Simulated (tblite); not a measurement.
Species: C₂H₁₁O₂Si₃ (doublet state).
Z-matrix (Å and degrees, GFN2-xTB geometry), rows numbered from 1:
```
C 
C   1  1.5218
O   2  1.3927  1  111.86
Si  3  1.6379  2  130.06  1    71.23
Si  4  2.2894  3  104.80  2   150.24
O   4  1.6418  3  107.43  2    32.96
Si  6  1.6140  4  158.80  3    12.34
H   1  1.0870  2  109.94  3    56.63
H   1  1.0876  2  109.53  3   -62.67
H   1  1.0867  2  110.14  3   177.04
H   2  1.0959  1  110.35  3  -118.90
H   2  1.0985  1  109.51  3   121.42
H   5  1.4662  4  105.95  3  -178.16
H   5  1.4735  4  124.99  3   -55.69
H   5  1.4649  4  106.44  3    67.39
H   7  1.4646  6  107.48  4   -78.05
H   7  1.4587  6  104.76  4   161.60
H   7  1.4654  6  108.87  4    41.40
```

Computed geometry: GFN2-xTB, gas phase. This method treats the open shell by occupation alone, without spin polarisation.

Take the most abundant isotopes and a rigid rotor. The values belong to one conformer with, in the numbering `[CH3:1][CH2:2][O:3][Si:4]([SiH3:5])[O:6][SiH3:7]`, C1–C2–O3–Si4 71°, C2–O3–Si4–Si5 150°, O3–Si4–O6–Si7 12°.

(1) Give the principal moments of inertia and the rotational constants in MHz.

(2) Classify the top.

(3) What does the inertial defect say?

(4) Estimate the classical rotational partition function at 50 K, 298.15 K and 500 K.

## Answers

(1) Ia = 348.64, Ib = 457.09, Ic = 729.47 u·Å²; 505379 MHz·u·Å²/I gives A = 1450, B = 1106, C = 692.8 MHz.

(2) An asymmetric top: κ = (2 × 1106 − 1450 − 692.8)/(1450 − 692.8) = 0.09.

(3) Not planar: Δ = Ic − Ia − Ib = -76.26 u·Å². For a rigid frame Δ = −2 Σ m c², so Σ m c² = 38.13 u·Å² lies off the ab plane: 11.76 from hydrogen and 26.37 from heavier atoms. The atom farthest from that plane is 1.67 Å away.

(4) Point group C1, symmetry number σ = 1; q = (√π/σ)·√((kT/h)³/(ABC)), k/h = 20836.6 MHz/K: 56600 at 50 K, 824000 at 298.15 K, 1790000 at 500 K.

For this open shell read J as N, the rotation without spin; fine and hyperfine splittings come on top. Its GFN2-xTB frequencies are all real (lowest 27 cm⁻¹). These are rigid-rotor constants of the computed structure; measured ground-state constants (B0) also hold zero-point vibration.

Time: 2.6 s wall. Hardware: one thread of an Intel Xeon at 2.60 GHz, no GPU, shared host. These figures are those of the optimisation.
